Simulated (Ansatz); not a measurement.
Reactions of Cl2GeH4Si (`Cl[SiH](Cl)[GeH3]`).

Computed with Ansatz on PBE0-D4/def2-TZVP structures; ΔE is electronic, products minus reactants. CBS: MP2 limit from def2 TZ/QZ plus the TZ coupled-cluster correction, frozen cores. This one scheme is used for every species. Double bonds are as drawn, so ΔE can hold a change between cis and trans. DFT in def2-TZVPP. For Ge outer-core shells are correlated without core-valence functions, which leaves a few kJ/mol of doubt a bond. Scalar relativity is left out up to krypton. One conformer a species, not always the lowest.

```
                                                                                       reaction  ωB97X-V (kJ/mol)
`Cl[SiH](Cl)[GeH3]` + `O[SiH](O)N[SiH](O)Cl` → `O[SiH](Cl)[GeH3]` + `O[Si@@H](Cl)N[Si@@H](O)Cl`                 8
                                               `Cl[SiH](Cl)[GeH3]` + H₂ → dichlorosilane + GeH₄                -9
      `Cl[SiH](Cl)[GeH3]` + `[CH3][GeH]([Cl])[Cl]` → `Cl[Si](Cl)(Cl)[GeH3]` + `[CH3][GeH2][Cl]`               -16
                           `Cl[SiH](Cl)[GeH3]` + `FCN[SiH3]` → `Cl[SiH2][GeH3]` + `FCN[SiH2]Cl`               -10
                           `Cl[SiH](Cl)[GeH3]` + `CC(O)=S` → `CC(=S)[O][GeH3]` + dichlorosilane                18
                  `Cl[SiH](Cl)[GeH3]` + `NCO[SiH](O)F` → `O[SiH](F)[SiH](Cl)Cl` + `NC[O][GeH3]`               119
                               `Cl[SiH](Cl)[GeH3]` + `N=C=S` → `S=C=[N][GeH3]` + dichlorosilane               -36
                            `Cl[SiH](Cl)[GeH3]` + `C=C[SiH2]S` → `C=C[SiH2]S[SiH](Cl)Cl` + GeH₄               -58
          `Cl[SiH](Cl)[GeH3]` + `C=N/C([SiH3])=C\F` → `F[SiH](Cl)[GeH3]` + `C=N/C([SiH3])=C\Cl`               -53
                                      `Cl[SiH](Cl)[GeH3]` + H₂O → `[OH][GeH3]` + dichlorosilane                -8
```

(1) Give the CCSD(T)/CBS values in the same order. (Best estimate.)

Largest T1 diagnostic: 0.019, for `N=C=S`.

Results:

(1) Computed: 9, -4, -19, -10, 18, 126, -35, -58, -63, 1 kJ/mol.
